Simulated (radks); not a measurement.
Task: These are the eigenvalues of the occupied orbitals of an atom or ion with whole-number occupations (eV). Calculated with a radial shooting solver on a logarithmic mesh with Libxc functionals: scalar-relativistic Kohn-Sham, PBE, spin-unpolarised, spherical densities, point nucleus.

orbital  eigenvalue
1s        -45022.78
2s        -7317.302
2p        -6534.041
3s        -1591.606
3p        -1345.679
3d        -1008.868
4s        -313.1107
4p        -232.6573
4d        -119.1383
5s         -41.8069
5p         -22.9754
6s          -3.8976
4f          -0.1358

Which element is it, and in what charge state? The configuration may be excited.

Result: Z = 61, promethium, charge 0: Pm in [Kr] 4d10 4f7 5s2 5p4 6s2. The list shows which subshells hold electrons but not how many an open one holds; the 1s level, -1654.6 hartree, gives Z - s = 57.5 by -(Z - s)^2/2, which with screening and relativity narrows Z to a few neighbours, and the depths of the outer levels then fix element, charge and occupations together.
